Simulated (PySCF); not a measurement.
C6H10FP.
Atom-mapped SMILES: `[CH2:1]=[P@@:2]1([CH3:3])[CH2:4][CH:5]=[C:6]([F:7])[CH2:8]1`

Geometry (GFN2-xTB, Å), atoms numbered from 1 in this order:
```xyz
18
C6H10FP angstrom
C      1.185    0.244    1.924
P      0.545    0.204    0.355
C      1.870    0.462   -0.870
C     -0.204   -1.454    0.047
C     -1.663   -1.196   -0.143
C     -1.994    0.063   -0.383
F     -3.273    0.461   -0.554
C     -0.935    1.103   -0.466
H      1.705    1.176    2.131
H      0.428    0.027    2.673
H      1.522    0.223   -1.874
H      2.196    1.500   -0.833
H      2.704   -0.181   -0.593
H      0.242   -1.923   -0.837
H     -0.001   -2.095    0.907
H     -2.382   -1.996   -0.076
H     -0.735    1.384   -1.502
H     -1.220    2.005    0.083
```

Definitions: NICS(0) = −σiso at the ring centroid; NICS(1) = −σiso and NICS(1)zz = −σzz at ±1 Å along the ring normal z. Level: GIAO PBE0/pcSseg-1 (PySCF, non-relativistic, gas phase) on the GFN2-xTB geometry, one conformer.

Ring bond lengths (Å), with Mayer bond orders in brackets: P2–C4 1.845 (0.92), C4–C5 1.494 (1.01), C5–C6 1.324 (1.84), C6–C8 1.487 (1.06), C8–P2 1.917 (0.75).

Task: What do the NICS probes read (ppm)?

Result: 
```
          ring                                                     type  NICS(0)  NICS(1), two faces  NICS(1)zz, two faces  rms pucker (Å)  centre to ring atoms, mean (Å)
P2–C4–C5–C6–C8  5-membered ring with P; formal bonds 1 double, 4 single     -5.3         -4.0 / -2.9           -2.7 / -1.3            0.13                            1.36
```

Task: What do they say, and how far can they be read as aromaticity?

Result: 
- P2–C4–C5–C6–C8: mean NICS(1)zz -2.0 ppm, near zero. P2, C4, C8 have four or more neighbours, and the NICS criterion for π rings isn't applied.

Task: What field does 11.7 T along the ring normal induce along that normal at the second NICS(1) probe listed for ring P2–C4–C5–C6–C8, 1 Å off the ring?

Result: NICSzz × B0 = -1.3 ppm × 11.7 T = -15 μT, against the applied field.

Time: 32 s of wall time; peak memory 0.85 GiB. Hardware: one thread, Arm Neoverse V1 (aarch64), shared host with 32 logical CPUs at a one-minute load of 26. This is the whole shielding run at PBE0/pcSseg-1, SCF included.
